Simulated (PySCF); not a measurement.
Compound: Zr(NCS)2(OMe)2, C4H6N2O2S2Zr (singlet state).
Geometry (PBE0-D3(BJ)/def2-SVP, Å), atoms numbered from 1 in this order:
```
atom  x, y, z in Å
Zr1    0.378   -0.004    0.297
N2     0.389    0.001    2.371
C3     0.333    0.009    3.571
S4     0.261    0.016    5.146
N5     2.316   -0.024   -0.440
C6     3.415   -0.032   -0.927
S7     4.857   -0.040   -1.564
O8    -0.497    1.564   -0.323
C9    -1.201    2.635   -0.859
H10   -1.084    3.529   -0.224
H11   -2.276    2.399   -0.932
H12   -0.830    2.877   -1.869
O13   -0.522   -1.561   -0.317
C14   -1.241   -2.619   -0.855
H15   -0.654   -3.551   -0.802
H16   -1.491   -2.426   -1.913
H17   -2.182   -2.772   -0.300
```

Computed, not measured: PySCF 2.14.0, density-fitted response routines, TDDFT PBE0/def2-SVPD, vertical, gas phase, core orbitals frozen in the response, def2 core potentials past Kr. Spin–orbit coupling is left out.

Frontier orbitals with the atoms that hold most of them (Löwdin shares over 4%, at most four atoms; ? is withheld):

```json
{"orbital": "LUMO+2", "ε (eV)": "-1.18", "atoms": "Zr1 35%, C3 10%, S4 10%, N2 9%"}
{"orbital": "LUMO+1", "ε (eV)": "-1.61", "atoms": "Zr1 42%, S7 8%, C6 8%, S4 7%"}
{"orbital": "LUMO", "ε (eV)": "-2.07", "atoms": "Zr1 42%, S7 10%, S4 10%, N5 9%"}
{"orbital": "HOMO", "ε (eV)": "-7.32", "atoms": "?"}
{"orbital": "HOMO-1", "ε (eV)": "-7.42", "atoms": "S4 45%, N2 18%, C3 15%, S7 9%"}
{"orbital": "HOMO-2", "ε (eV)": "-7.44", "atoms": "S7 46%, N5 18%, C6 16%, S4 10%"}
{"orbital": "HOMO-3", "ε (eV)": "-7.63", "atoms": "S7 28%, S4 26%, N5 10%, C6 10%"}
```

Give the leading atoms of the HOMO.

S4 (bonded to C) 29%; S7 (bonded to C) 28%; N2 (bonded to C and Zr) 12%; N5 (bonded to C and Zr) 11%. By element: sulfur 57%, nitrogen 23%.

The HOMO–LUMO gap is 5.25 eV. Where does the response calculation put the lowest singlet, and from which orbitals?

S1 is at 4.11 eV (f = 0.0000), 1.14 eV below the gap, made of HOMO-1→LUMO (91%). Its leading pair isn't HOMO and LUMO; the energies of that pair differ by 5.35 eV. Without the coupling terms of the response equations the lowest excitation would equal the gap.

One configuration dominates each of S3 and S5. Which, and how do the shares of the two leading atoms of either orbital change from the occupied to the empty one?

- S3 (4.27 eV, f 0.082), HOMO→LUMO (71%): S4 29% → 10%, S7 28% → 10%, Zr1 at most 12% → 42%; the Löwdin share of zirconium is at most 12% in HOMO and 42% in LUMO
- S5 (4.47 eV, f 0.0008), HOMO→LUMO+1 (83%): S4 29% → 7%, S7 28% → 8%, Zr1 at most 12% → 42%; the Löwdin share of zirconium is at most 12% in HOMO and 42% in LUMO+1
